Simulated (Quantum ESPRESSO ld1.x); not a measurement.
Task: These are the eigenvalues of the occupied orbitals of an atom or ion with whole-number occupations (eV). Calculated with ld1.x of Quantum ESPRESSO 7.5: Dirac Kohn-Sham, PBE, spin-unpolarised, spherical densities, point nucleus.

| orbital | eigenvalue |
|---|---|
| 1s1/2 | -84980.4 |
| 2s1/2 | -18435.3 |
| 2p1/2 | -17885.8 |
| 2p3/2 | -16025.4 |
| 3s1/2 | -7073.77 |
| 3p1/2 | -6858.00 |
| 3p3/2 | -6385.64 |
| 3d3/2 | -6079.14 |

Which element is it, and in what charge state? The configuration may be excited. Open shells, if any, fill j = l - 1/2 first.

Result: Z = 79, gold, charge +59: Au59+ in [Ar] 3d2. The list shows which subshells hold electrons but not how many an open one holds; the 1s level, -3123 hartree, gives Z - s = 79.0 by -(Z - s)^2/2, which with screening and relativity narrows Z to a few neighbours, and the depths of the outer levels then fix element, charge and occupations together.
